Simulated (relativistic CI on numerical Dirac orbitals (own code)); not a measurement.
# How the errors of a small relativistic CI change along the 79-electron sequence

Levels calculated with a relativistic CI code on KLI orbitals, against measured ones, in five cumulative steps: (1) Dirac-Coulomb, each configuration alone; (2) with Breit and QED terms; (3) with configuration mixing; (4) with scaled Slater integrals; (5) with a P86 correlation estimate. Each ion has its own short list of configurations; levels above 2,000 cm⁻¹ that pair in every step are counted, and ions without enough such levels are left out. The scale is 0.85 up to charge 4 and 0.9 beyond; P86 is a density functional added for each configuration.

Median relative error (%):

| Ion | Ground | Levels | (1) | (2) | (3) | (4) | (5) |
| --- | --- | --- | --- | --- | --- | --- | --- |
| Au I | 6s | 7 | 15.1 | 16.9 | 19.8 | 19.5 | 12.5 |
| Hg II | 6s | 11 | 10.5 | 10.8 | 11.1 | 10.6 | 7.3 |
| Tl III | 6s | 7 | 6.7 | 7.0 | 7.5 | 7.3 | 4.5 |
| Pb IV | 6s | 10 | 4.9 | 5.2 | 5.4 | 5.4 | 3.4 |
| Bi V | 6s | 6 | 3.7 | 4.0 | 4.2 | 4.2 | 2.7 |

Mean absolute error (cm⁻¹):

```tsv
Ion	(1)	(2)	(3)	(4)	(5)
Au I	6727	6948	7584	7289	5192
Hg II	8607	8931	9219	9073	6309
Tl III	9013	9461	9903	9763	5977
Pb IV	8125	8715	9116	8993	6520
Bi V	8511	9132	10085	9809	5986
```

In step (3), fully ab initio, the relative error is 19.8 % for Au I and 4.2 % for Bi V, while the absolute error goes from 7584 to 10085 cm⁻¹. Level energies grow with the charge (linearly within a shell, quadratically where n changes), mostly faster than the correlation that the model misses, so the relative error falls. The sets of levels differ from ion to ion, which blurs the trend. Mixing (step 3) lowers the mean absolute error for 0 of the 5 ions and scaling (step 4) for 5. The P86 step changes the mean absolute error by a factor of 0.7 for the first ion and 0.6 for the last.

Sources of the measured levels: Au I, NIST Handbook of Basic Atomic Spectroscopic Data (Sansonetti and Martin, J. Phys. Chem. Ref. Data 34, 1559 (2005)); Hg II, NIST Handbook of Basic Atomic Spectroscopic Data (Sansonetti and Martin, J. Phys. Chem. Ref. Data 34, 1559 (2005)); Tl III, Moore, Atomic Energy Levels, vol. III, NSRDS-NBS 35 (1971 reprint of NBS Circular 467, 1958); Pb IV, Moore, Atomic Energy Levels, vol. III, NSRDS-NBS 35 (1971 reprint of NBS Circular 467, 1958); Bi V, Moore, Atomic Energy Levels, vol. III, NSRDS-NBS 35 (1971 reprint of NBS Circular 467, 1958).
